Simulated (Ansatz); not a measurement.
Mulliken charges of `N=C(N)BO` from B3LYP/def2-TZVPP in Ansatz (PBE0-D4/def2-TZVP geometry).

```csv
atom,x (Å),y (Å),z (Å),charge (e)
N1,-1.391,0.827,0.878,-0.308
C2,-0.398,0.159,0.416,0.090
N3,0.423,-0.677,1.121,-0.281
B4,-0.105,0.298,-1.127,0.161
O5,0.999,-0.329,-1.600,-0.286
H6,-1.502,0.693,1.887,0.096
H7,1.262,-1.012,0.680,0.167
H8,0.397,-0.685,2.126,0.138
H9,-0.821,0.936,-1.840,0.012
H10,1.138,-0.210,-2.542,0.210
```

By hand: the dipole of these point charges (1 e Å = 4.8032 D).

Σ q r = (0.322, -0.138, -0.240) e Å, of length 0.425 e Å = 2.04 D.

How does the dipole of the full density compare? (Best estimate.)

Computed: (0.579, -0.309, -0.068) e Å, 3.17 D; the point charges give 0.64 times that, at 29° from its direction.

Point charges leave out the atoms' own dipoles, such as those of lone pairs, and Mulliken's split depends on the basis, so the two needn't agree.

B3LYP here is the variant with VWN-RPA as its local correlation; programs differ in this.
